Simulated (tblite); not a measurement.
HSb, triplet, geometry from GFN2-xTB; GFN1-xTB run with tblite 0.6.0.

Here is a job for tblite.
```
$ tblite run mol.xyz --method gfn1 --charge 0 --spin 2 --etemp 2000 --json tblite.json --no-restart

# file mol.xyz
2

Sb    -0.00000000    -0.00000000    -0.03385819
H      0.00000000     0.00000000     1.72676754
```

What the program printed (banner, timings and long lists left out):

```
xTB calculator
 | screened Coulomb repulsion
 | Coulomb electrostatics
 |  * isotropic Klopman-Ohno-Mataga-Nishimoto electrostatics
 |  * onsite third-order electrostatics
 | DFT-D3(BJ) dispersion correction

halogen bonding energy    0.0000000000000E+00 Eh
repulsion energy          2.2254274169950E-03 Eh
dispersion energy        -1.7408409895522E-04 Eh
number of electrons       6.0000000000000E+00 e
integral cutoff           4.0000000000000E+01 bohr

------------------------------------------------------------
  cycle        total energy    energy error   density error
------------------------------------------------------------
      1     -2.931190777846  -2.9332421E+00   1.7543748E-01
      2     -2.940526450647  -9.3356728E-03   2.0244206E-02
      3     -2.940589833121  -6.3382474E-05   6.4211585E-03
      4     -2.940589871461  -3.8339981E-08   3.3965568E-04
      5     -2.940589899645  -2.8183984E-08   1.6989569E-06
------------------------------------------------------------

electronic energy        -2.9426412429635E+00 Eh
total energy             -2.9405898996454E+00 Eh

Post processing:
 | Mayer-Wiberg bond orders

[Info] JSON dump of results written to 'tblite.json'
```
